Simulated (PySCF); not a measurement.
A structure optimised at PBE0-D3(BJ)/def2-SVP, used in a PySCF frequency run:

```
O
Si 1 1.6162
F 2 1.5896 1 110.48
F 2 1.5902 3 108.63 1 -120.87
F 2 1.5926 3 108.69 4 -117.77
Si 1 1.6458 2 155.35 3 116.37
F 6 1.6086 1 107.25 2 176.86
F 6 1.6106 7 107.49 1 -116.13
```
Charge 0, spin multiplicity 2.

### Question
Write its SMILES and formula.

### Answer
F[Si](F)O[Si](F)(F)F, F5OSi2

### Question
What are its rotational constants (standard atomic weights)?

### Answer
2.5716, 0.76943, 0.70976 GHz
